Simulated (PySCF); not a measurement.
# Radial density of K⁺ (potassium, charge +1)

BP86, [Ar], closed-shell 1S. Calculation: PySCF 2.14, in dyall-av3z (25s18p5d2f, 118 functions); the spin-free X2C one-electron Hamiltonian (Gaussian nucleus).

| r (bohr) | 4πr²ρ (e/bohr) |
| --- | --- |
| 0.00117 | 0.09458 |
| 0.00197 | 0.2485 |
| 0.00331 | 0.6415 |
| 0.00557 | 1.604 |
| 0.00938 | 3.801 |
| 0.0158 | 8.208 |
| 0.0265 | 15.13 |
| 0.0446 | 21.46 |
| 0.0751 | 20.62 |
| 0.126 | 15.83 |
| 0.212 | 20.82 |
| 0.357 | 19.53 |
| 0.601 | 6.381 |
| 1.01 | 6.631 |
| 1.70 | 3.827 |
| 2.86 | 0.3778 |
| 4.81 | 0.003746 |

Densities and radii are taken from the X2C orbitals without a picture-change correction, which distorts them close to the nucleus.
